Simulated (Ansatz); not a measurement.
```yaml
crystal:
  periodic: [false, false, false]
  atoms:
    - {symbol: O, position_ang: [-0.818840, 0.234363, -0.221581]}
    - {symbol: D, position_ang: [0.610905, -0.036398, 0.428863]}
basis:
  gaussian: {orbitals: def2-mTZVPP, fitting: {mean_field: def2-universal-jkfit}}
hamiltonian: {xc: {name: PBE}, dispersion: d4}
output: {forces: true}
```

```sh
$ ansatz run in.yaml --threads 2 --pin off --events-out ev --progress --plain --max-ram 32768MiB --backend cpu
```

Q: How does Ansatz answer? (Estimate.)

A: The calculation gave: The input was rejected before any iteration.
```
Error: YAML parse error: error: line 5 column 16: `D` is not an element symbol (H … Og, case-exact)
 --> <input>:5:16
3 |   atoms:
4 |     - {symbol: O, position_ang: [-0.818840, 0.234363, -0.221581]}
5 |     - {symbol: D, position_ang: [0.610905, -0.036398, 0.428863]}
6 | basis:
7 |   gaussian: {orbitals: def2-mTZVPP, fitting: {mean_field: def2-universal-jkfit}}
```
